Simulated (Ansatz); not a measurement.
Computed with Ansatz on PBE0-D4/def2-TZVP structures; ΔE is electronic, products minus reactants. CBS: MP2 limit from def2 TZ/QZ plus the TZ coupled-cluster correction, frozen cores. This one scheme is used for every species. Functionals use def2-TZVPP. Each species was taken in one conformer, which may not be the lowest.

Reaction (hydrogenolysis of a B–S bond): `COB(S)S` + H₂ → `COBS` + H₂S

`COB(S)S`:

Z-matrix (Å, degrees):
```
C
O 1 1.415
H 1 1.094 2 110.9
H 1 1.089 2 107.5 3 119.3
H 1 1.094 2 110.9 3 -121.4
B 2 1.350 1 122.0 3 60.2
S 6 1.823 2 120.7 1 -0.1
S 6 1.814 2 119.4 1 179.9
H 7 1.341 6 96.1 2 -180.0
H 8 1.343 6 95.2 2 -0.0
```

H₂:

Cartesian coordinates in Å:
```
H 0.198 0.293 0.119
H -0.198 -0.293 -0.119
```

`COBS`:

```xyz
9

C    -0.721    1.274    0.453
O    -0.460   -0.109    0.569
B     0.403   -0.739   -0.246
S     0.641   -2.511    0.015
H    -0.138    1.724   -0.356
H    -1.785    1.419    0.257
H    -0.468    1.762    1.396
H     0.996   -0.158   -1.111
H     1.531   -2.662   -0.976
```

H₂S:

```xyz
3

S    -0.442    0.377   -0.216
H     0.419    0.447    0.810
H     0.023   -0.824   -0.594
```

```csv
level,ΔE (kJ/mol)
r2SCAN-D4,48.2
r2SCAN,46.1
```

Problem. What does CCSD(T)/CBS give? (Estimate.)

Solution. Computed: +41.3 kJ/mol. The listed levels differ from it by 6.9, 4.8 kJ/mol.

Largest T1 diagnostic among the species: 0.013.

In def2-TZVPP, CCSD(T) changes the Hartree–Fock value by +27.4 kJ/mol (the triples alone add +6.9 kJ/mol) and MP2 by +38.1 kJ/mol. Leaving LDA and LC-ωPBE aside and taking each functional with its dispersion term where it has one, the values, not all of them listed here, spread over 20.4 kJ/mol, from CAM-B3LYP-D4 to revPBE-D4. LDA lies +9.7 kJ/mol from PBE without D4. The D4 term adds +13.9 kJ/mol with B3LYP and +7.3 kJ/mol with PBE0; it sums over pairs of atoms, weighted by their polarisabilities, and B3LYP, whose exchange is more repulsive, gets the larger term.

CCSD(T)/CBS has its own doubt, a few kJ/mol and more with outer-core shells, so smaller differences from it don't rank the levels.

B3LYP here is the variant with VWN-RPA as its local correlation; programs differ in this.
